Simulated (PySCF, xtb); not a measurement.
SeF4, SMILES [Se](F)(F)(F)F.

Geometry: TPSSh-D3(BJ)/def2-SVP. The isomer is the one that the SMILES or the coordinates give; other isomers of the formula were not compared.

Level of theory: IEF-PCM-PBE0/def2-SVP (PySCF).

The values are the electrostatic part of the solvation free energy, E(continuum) − E(gas) at the gas-phase geometry, in a cavity of scaled van der Waals radii (PySCF's table); cavitation and dispersion terms are not included. In vacuum the orbital gap is 7.34 eV. The dipole moment in vacuum is 2.02 D.

```
solvent                ε  ΔG(elec) (kcal/mol)  dipole (D)  gap (eV)
-----------------  -----  -------------------  ----------  --------
water              78.36                 -5.5        2.43      7.53
dimethylsulfoxide  46.83                 -5.4        2.42      7.53
benzene             2.27                 -2.4        2.19      7.42
```

For comparison, GFN2-xTB/ALPB(water) (xtb, at the GFN2-xTB geometry, all terms of that model) gives -3.0 kcal/mol.
